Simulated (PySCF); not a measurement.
Species: CH8GaNS.
Numbering: `[CH3:1][S:2][GaH2-:3][NH3+:4]` (hydrogens: H5, H6, H7 on C1; H8, H9 on Ga3; H10, H11, H12 on N4)

Method used: PBE0-D3(BJ)/def2-SVP geometry optimisation, gas phase in PySCF 2.14.0.

Task: List the bond lengths, angles and torsions at this level.

Result: 
```json
{"bond": "C1–S2", "length (Å)": "1.825"}
{"bond": "S2–Ga3", "length (Å)": "2.249"}
{"bond": "Ga3–N4", "length (Å)": "2.155"}
{"bond": "C1–H5, C1–H6, C1–H7", "length (Å)": "1.100"}
{"bond": "Ga3–H8, Ga3–H9", "length (Å)": "1.575"}
{"bond": "N4–H10, N4–H11, N4–H12", "length (Å)": "1.020"}
```

Bonds in one row agree within 0.01 Å and their mean is given. A selection of angles:
```json
{"angle": "S2–C1–H5", "degrees": "111.6"}
{"angle": "S2–C1–H7", "degrees": "107.8"}
{"angle": "H5–C1–H6", "degrees": "108.8"}
{"angle": "H5–C1–H7", "degrees": "108.4"}
{"angle": "C1–S2–Ga3", "degrees": "102.0"}
{"angle": "S2–Ga3–N4", "degrees": "97.4"}
{"angle": "S2–Ga3–H8", "degrees": "113.9"}
{"angle": "S2–Ga3–H9", "degrees": "114.9"}
{"angle": "N4–Ga3–H8", "degrees": "99.1"}
{"angle": "H8–Ga3–H9", "degrees": "124.0"}
{"angle": "Ga3–N4–H10", "degrees": "115.9"}
{"angle": "Ga3–N4–H11", "degrees": "107.8"}
{"angle": "Ga3–N4–H12", "degrees": "109.3"}
{"angle": "H10–N4–H11", "degrees": "108.3"}
```

Dihedral angles: C1–S2–Ga3–N4 90°. The mirror-image conformer, all signs reversed, is as good.

N4 (nitrogen bonded to Ga and 3 H) is distorted tetrahedral (angles from 107.0° to 115.9°). Ga3 (gallium bonded to N, S and 2 H) is distorted tetrahedral (angles from 97.4° to 124.0°). S2 (sulfur bonded to C and Ga) is bent (angle 102.0°).

Point group: C1 (no symmetry element, even within 0.4 Å). PBE0-D3(BJ)/def2-SVP frequencies: not computed here. The numbers are those of one conformer.
